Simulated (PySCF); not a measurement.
Species: CH₉NOSi₂.
Numbering: `[CH3:1][Si@H:2]([NH2:3])[O:4][SiH3:5]` (hydrogens: H6, H7, H8 on C1; H9 on Si2; H10, H11 on N3; H12, H13, H14 on Si5)

Computed by this run: PySCF 2.14.0, PBE0-D3(BJ)/def2-SVP geometry optimisation, gas phase; density fitting, grid level 1; the optimiser is geomeTRIC in internal coordinates, started from a GFN2-xTB structure with every atom displaced at random (about 0.01 Å).

Step 12: E = -20458.9131 eV
```
atom  x, y, z in Å  |  force x, y, z in eV/Å
C1     -1.7491   -0.9289    0.0866    0.035   0.036  -0.061
Si2    -0.5571    0.0602    1.1265   -0.058  -0.034   0.038
N3     -0.5281    1.6616    0.4993    0.038   0.064   0.083
O4      0.9675   -0.6281    1.0404    0.047   0.028  -0.149
Si5     2.1781   -0.3530   -0.0681   -0.036  -0.023   0.113
H6     -2.7782   -0.5444    0.1563    0.003  -0.001   0.028
H7     -1.4382   -0.8857   -0.9709   -0.020  -0.013   0.014
H8     -1.7507   -1.9856    0.3890   -0.005  -0.036   0.023
H9     -0.8862    0.0425    2.5790   -0.024   0.007  -0.001
H10    -1.0249    1.9463   -0.3331   -0.017  -0.031  -0.053
H11    -0.1112    2.4460    0.9837   -0.001   0.009   0.008
H12     1.6197   -0.1189   -1.4365    0.010  -0.012  -0.017
H13     3.0525   -1.5595   -0.1031    0.019   0.000  -0.009
H14     2.9991    0.8326    0.3232    0.008   0.006  -0.018
```

Step 13: E = -20458.9159 eV
```
atom  x, y, z in Å  |  force x, y, z in eV/Å
C1     -1.7487   -0.9252    0.0812    0.018   0.038  -0.029
Si2    -0.5609    0.0673    1.1222    0.009   0.007   0.010
N3     -0.5433    1.6750    0.5079    0.014   0.024   0.062
O4      0.9709   -0.6042    1.0263   -0.024   0.001  -0.075
Si5     2.1934   -0.3637   -0.0722    0.006  -0.006   0.057
H6     -2.7806   -0.5518    0.1695    0.002  -0.002   0.012
H7     -1.4520   -0.8727   -0.9793   -0.016  -0.009   0.006
H8     -1.7371   -1.9831    0.3797   -0.001  -0.034   0.013
H9     -0.8910    0.0314    2.5745   -0.008  -0.001  -0.002
H10    -1.0693    1.9638   -0.3057    0.003  -0.017  -0.024
H11    -0.1248    2.4573    0.9951   -0.015  -0.002  -0.007
H12     1.6548   -0.1610   -1.4538    0.000  -0.005  -0.010
H13     3.0633   -1.5744   -0.0709    0.012   0.001   0.000
H14     3.0184    0.8262    0.2979    0.001   0.005  -0.014
```

Step 14: E = -20458.9198 eV
```
atom  x, y, z in Å  |  force x, y, z in eV/Å
C1     -1.7707   -0.9202    0.0816   -0.003   0.016   0.044
Si2    -0.5632    0.0558    1.1143    0.101   0.009  -0.007
N3     -0.5337    1.6712    0.5204   -0.043  -0.022   0.025
O4      0.9626   -0.6343    0.9978   -0.166   0.008   0.020
Si5     2.1961   -0.3578   -0.0725    0.126   0.000  -0.056
H6     -2.7965   -0.5387    0.2022   -0.001  -0.002  -0.018
H7     -1.5005   -0.8698   -0.9850   -0.008   0.000  -0.010
H8     -1.7616   -1.9783    0.3822    0.005  -0.021  -0.009
H9     -0.8867    0.0145    2.5674    0.003   0.004   0.003
H10    -1.0059    1.9515   -0.3290    0.022   0.003  -0.001
H11    -0.1195    2.4521    1.0128   -0.008  -0.006  -0.007
H12     1.6864   -0.1946   -1.4712   -0.014   0.005   0.005
H13     3.1144   -1.5327   -0.0430   -0.002   0.004   0.015
H14     2.9719    0.8665    0.2945   -0.010   0.003  -0.005
```

Step 15: E = -20458.9234 eV
```
atom  x, y, z in Å  |  force x, y, z in eV/Å
C1     -1.8128   -0.9191    0.0942   -0.015  -0.012   0.086
Si2    -0.5667    0.0387    1.0966    0.136  -0.019  -0.009
N3     -0.5281    1.6588    0.5196   -0.076  -0.024  -0.015
O4      0.9435   -0.6821    0.9401   -0.205   0.022   0.054
Si5     2.2089   -0.3434   -0.0706    0.155  -0.009  -0.103
H6     -2.8296   -0.5318    0.2623   -0.004  -0.001  -0.032
H7     -1.5874   -0.8648   -0.9820    0.003   0.007  -0.018
H8     -1.7986   -1.9795    0.3894    0.006   0.001  -0.023
H9     -0.8630    0.0057    2.5552    0.011   0.005   0.008
H10    -0.9262    1.9304   -0.3699    0.027   0.010   0.003
H11    -0.0958    2.4328    1.0063    0.004  -0.002   0.009
H12     1.7542   -0.1824   -1.4892   -0.016   0.010   0.016
H13     3.1703   -1.4828   -0.0169   -0.011   0.007   0.019
H14     2.9247    0.9048    0.3373   -0.014   0.004   0.005
```

Q: Estimate the geometry and energy of step 16. (The exact step hangs on the optimiser's Hessian estimate; all steps are aligned on step 15, rigid shifts and turns removed.)

A: E = -20458.9307 eV, largest force 0.219 eV/Å
```
atom  x, y, z in Å  |  force x, y, z in eV/Å
C1     -1.9299   -0.9240    0.1456   -0.011  -0.068   0.126
Si2    -0.5759    0.0013    1.0274    0.120  -0.137   0.023
N3     -0.5469    1.6328    0.4892   -0.050   0.085  -0.133
O4      0.8817   -0.7869    0.7288   -0.191   0.092   0.053
Si5     2.2498   -0.3030   -0.0639    0.172  -0.050  -0.106
H6     -2.9152   -0.5430    0.4549   -0.011   0.003  -0.046
H7     -1.8452   -0.8415   -0.9483    0.016   0.023  -0.023
H8     -1.8784   -1.9934    0.4072   -0.006   0.036  -0.032
H9     -0.7558   -0.0025    2.5047    0.012   0.003   0.018
H10    -0.7318    1.8734   -0.4765   -0.026  -0.008  -0.046
H11    -0.0371    2.3714    0.9548    0.041   0.002   0.105
H12     1.9879   -0.0670   -1.5207   -0.023   0.012   0.032
H13     3.2670   -1.3869    0.0584   -0.012   0.007   0.005
H14     2.8230    0.9545    0.5108   -0.029   0.001   0.023
```

The energy changes by -0.0073 eV. The first-order estimate −F·Δx gives -0.0108 eV and the mean of the old and new forces, exact on a quadratic surface, -0.0028 eV. The step makes an angle of 87° with the force vector and moves no atom by more than 0.263 Å.

What follows is the cost of the whole optimisation. Hardware: Arm Neoverse V1, one thread, no GPU (shared host). Cost: 2.3 min, 0.52 GiB resident at most.
